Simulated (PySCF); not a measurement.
Be(Me)(SiH3) (CH6BeSi), SMILES [CH3][Be][SiH3]. Atoms are numbered in the order given.

```xyz
9

Be     0.0000     0.0000    -0.7544
C      0.0000     0.0000    -2.4314
H     -0.6800     0.7635    -2.8456
H     -0.3212    -0.9707    -2.8456
H      1.0013     0.2072    -2.8456
Si     0.0000     0.0000     1.4362
H     -0.1768    -1.3765     2.0120
H     -1.1037     0.8414     2.0120
H      1.2805     0.5351     2.0120
```
Charge 0, spin multiplicity 1.

The structure is a stationary point at PBE-D3(BJ)/def2-TZVP.

Computed with M06-2X/def2-TZVPD run with PySCF.

Mulliken values depend strongly on the basis, most of all with diffuse functions as here. Atomic charges (e):

```json
[
 {"atom": "Be1", "IAO": "1.25", "Mulliken": "0.16"},
 {"atom": "C2", "IAO": "-1.16", "Mulliken": "-0.34"},
 {"atom": "H3", "IAO": "0.15", "Mulliken": "0.12"},
 {"atom": "H4", "IAO": "0.15", "Mulliken": "0.12"},
 {"atom": "H5", "IAO": "0.15", "Mulliken": "0.12"},
 {"atom": "Si6", "IAO": "-0.21", "Mulliken": "0.02"},
 {"atom": "H7", "IAO": "-0.11", "Mulliken": "-0.06"},
 {"atom": "H8", "IAO": "-0.11", "Mulliken": "-0.06"},
 {"atom": "H9", "IAO": "-0.11", "Mulliken": "-0.06"}
]
```
